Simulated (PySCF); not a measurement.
# Peak assignment

Numbering as in the mapped SMILES `[CH2:1]=[N:2][C:3](=[CH2:4])[O:5][SiH2:6][CH:7]1[CH2:8][CH2:9][CH2:10]1`. Each H is labelled by its parent atom. Ha(C1) is cis to C3; Ha(C4) is cis to N2; Ha(C8), Ha(C9), Ha(C10) are cis to Si6 on the ring; Hb(C1) is trans to C3; Hb(C4) is trans to N2; Hb(C8), Hb(C9), Hb(C10) are trans to Si6 on the ring.

All values are calculated (PySCF 2.14): structure optimised with GFN2-xTB, σ from GIAO-PBE0/pcSseg-1. Non-relativistic, a single conformation, isolated molecule, rapidly exchanging positions averaged.

Scale: TMS for 13C (σref 186.93) and 1H (σref 31.72) (reference shieldings calculated alike).

Problem. Assign these signals to the numbered atoms. 13C{1H} NMR (computed): δ 164.2 (C), 153.2 (CH2), 103.6 (CH2), 23.1 (CH2), 21.2 (CH2), 18.4 (CH).

Solution. 
164.2 → C3, alkene carbon bearing oxygen: an sp2 carbon further deshielded by the attached heteroatom
153.2 → C1, C=N carbon
103.6 → C4, β carbon of an enol-ether or enamine type C=C: the O or N lone pair pushes π density onto this β carbon and shields it
23.1 → C8/C10, sp3 CH2 in a ring: a saturated carbon with 2 carbon neighbours and no heteroatom attached
21.2 → C9, sp3 CH2 in a ring
18.4 → C7, sp3 CH bonded to Si

C8/C10 and C9 lie closer than the usual error of such a calculation, so a measured spectrum could show them in the other order.

Problem. Assign these signals to the numbered atoms. 1H NMR (400 MHz, computed): δ 7.75 (d, 1H), 7.28 (d, 1H), 5.13 (br s, 1H), 5.11 (d, 2H), 4.12 (br s, 1H), 2.60 (m, 2H), 2.13 (m, 1H), 2.10 (m, 1H), 2.07 (m, 1H), 1.93 (m, 2H).

Solution. 
| δ (ppm) | atoms | environment | reason |
| --- | --- | --- | --- |
| 7.75 | Ha(C1) | hydrogen on a C=N carbon | – |
| 7.28 | Hb(C1) | hydrogen on a C=N carbon | – |
| 5.13 | Ha(C4) | hydrogen on a β carbon of an enol-ether or enamine type C=C | olefinic region |
| 5.11 | H(Si6) | hydrogen on a silicon bonded to C, O | – |
| 4.12 | Hb(C4) | hydrogen on a β carbon of an enol-ether or enamine type C=C | lone-pair donation from O or N shields it, upfield of ordinary alkene protons |
| 2.60 | Hb(C8)/Hb(C10) | hydrogen on an sp3 CH2 in a ring | – |
| 2.13 | H(C7) | hydrogen on an sp3 CH bonded to Si | – |
| 2.10 | Ha(C9) | hydrogen on an sp3 CH2 in a ring | – |
| 2.07 | Hb(C9) | hydrogen on an sp3 CH2 in a ring | – |
| 1.93 | Ha(C8)/Ha(C10) | hydrogen on an sp3 CH2 in a ring | – |

Ha(C4) and H(Si6); H(C7) and Ha(C9); Ha(C9) and Hb(C9) lie closer than the usual error of such a calculation, so a measured spectrum could show them in the other order.

Shifts are as computed. Against solution values, carbons near 30 ppm lie about +3 ppm off and those near 130 ppm about +5 ppm. Of 1211 compounds with measured shifts, 218 miss one by over three times the rms of a fit or turn the order of signals round; such compounds aren't used in these exercises. Multiplicities follow the n + 1 count of equivalent neighbours, as no J values were calculated; m marks all less simple cases, F and P coupling included.
